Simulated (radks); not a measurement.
Numerical settings for the copper ion Cu2+, [Ar] 3d9. Method: scalar-relativistic Kohn-Sham, BLYP, spin-polarised, spherical densities, point nucleus; open shells are filled with parallel spins first; computed with a radial shooting solver on a logarithmic mesh with Libxc functionals. The defaults (mesh step 0.008 in ln r, mesh end at 40 bohr or more with all orbitals vanishing there, Anderson mixing 0.5 over 9 steps, residual threshold near 1e-9 with the energy settled to 1e-9 hartree or 1e-11 of itself, here a cap of 90 iterations) give E = -1654.1288 hartree and 3d at -29.112 eV in 16 iterations. Run on one thread of a shared host, so times are rough (Arm Neoverse V1): 0.17 s of CPU time, 0.17 s wall, 16 iterations on 2476 mesh points. Changes against that run (0 stands for a change within the tolerance of the run):

| setting | iterations | converged | E (mhartree) | e(3d) (meV) | CPU (s) |
|---|---|---|---|---|---|
| mesh step in ln r 0.2 | 2 | no | diverged | - | 0.01 |
| mesh step in ln r 0.003 | 16 | yes | 0 | 0 | 0.42 |
| mesh step in ln r 0.012 | 16 | yes | 0 | 0 | 0.12 |
| mesh end (bohr) 400 | 16 | yes | 0 | 0 | 0.17 |
| mesh end (bohr) 5 | 16 | yes | +0.941 | +54.9 | 0.16 |
| residual threshold 1e-13 | 24 | yes | 0 | 0 | 0.21 |
| residual threshold 0.01 | 10 | yes | -0.000124 | -3.63 | 0.12 |
| mixing 1.5 | 15 | yes | 0 | 0 | 0.16 |
| linear mixing, mixing 0.8 | 90 | no | +1.83e+04 | +1.67e+04 | 1.4 |
| linear mixing, mixing 0.5 | 30 | yes | 0 | 0 | 0.26 |
| mixing history 20 | 24 | yes | 0 | 0 | 0.24 |
| iteration cap 3 | 3 | no | +135 | -1.88e+03 | 0.04 |

No run marked as converged misses the energy by more than 1 mhartree. A mesh that ends early acts as a hard wall.
